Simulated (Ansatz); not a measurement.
Calculated with Ansatz (gas phase, PBE0-D4/def2-TZVP geometries, no zero-point term in ΔE). CCSD(T)/CBS adds triple-zeta CCSD(T) − MP2 to the extrapolated MP2 energy (def2 sets, frozen cores). def2 core potentials past Kr. For I, In outer-core shells are correlated without core-valence functions, which leaves a few kJ/mol of doubt a bond. Each species was taken in one conformer, which may not be the lowest.

Consider the redistribution: `F[CH2][InH][I]` + `F[SiH]([SiH3])S` → `F[CH2][InH][SiH3]` + `F[SiH](S)I`.

`F[CH2][InH][I]`:

Cartesian coordinates in Å:
```
F -0.912 -0.131 1.922
C -0.871 -0.271 0.545
In 1.031 0.362 -0.283
I 0.993 0.045 -2.947
H -1.675 0.326 0.106
H -1.046 -1.320 0.292
H 2.480 0.989 0.364
```

`F[SiH]([SiH3])S`:

Z-matrix (Å, degrees):
```
Si
Si 1 2.338
S 1 2.124 2 110.4
F 1 1.604 2 108.5 3 122.6
H 1 1.483 2 114.8 3 -117.4
H 2 1.486 1 111.5 3 -172.7
H 2 1.488 1 108.5 3 -52.2
H 2 1.486 1 108.8 3 66.4
H 3 1.344 1 95.0 2 43.3
```

`F[CH2][InH][SiH3]`:

Z-matrix (Å, degrees):
```
C
In 1 2.185
F 1 1.390 2 112.2
H 1 1.095 2 110.5 3 120.7
H 1 1.095 2 110.5 3 -120.7
Si 2 2.580 1 119.8 3 179.5
H 2 1.727 1 118.2 3 -0.2
H 6 1.489 2 112.8 1 5.7
H 6 1.491 2 110.1 1 -114.5
H 6 1.490 2 111.0 1 126.6
```

`F[SiH](S)I`:

```xyz
6

F    -0.433    0.565    1.646
Si   -0.144   -0.335    0.366
S    -0.900    0.550   -1.394
I     2.258   -0.652    0.284
H    -0.833   -1.626    0.539
H     0.053    1.498   -1.441
```

```json
{"species": "`F[CH2][InH][I]`", "CCSD(T)/CBS(def2) energy (Eh)": "-626.92448"}
{"species": "`F[SiH]([SiH3])S`", "CCSD(T)/CBS(def2) energy (Eh)": "-1078.81755"}
{"species": "`F[CH2][InH][SiH3]`", "CCSD(T)/CBS(def2) energy (Eh)": "-620.29863"}
{"species": "`F[SiH](S)I`", "CCSD(T)/CBS(def2) energy (Eh)": "-1085.42501"}
```

Work out ΔE.

ΔE = (-620.29863) + (-1085.42501) − (-626.92448) − (-1078.81755) = 0.01839 Eh = +11.5 kcal/mol.

Largest T1 diagnostic among the species: 0.013.

In def2-TZVPP, CCSD(T) changes the Hartree–Fock value by −4.1 kcal/mol (the triples alone add −0.3 kcal/mol) and MP2 by −5.0 kcal/mol.
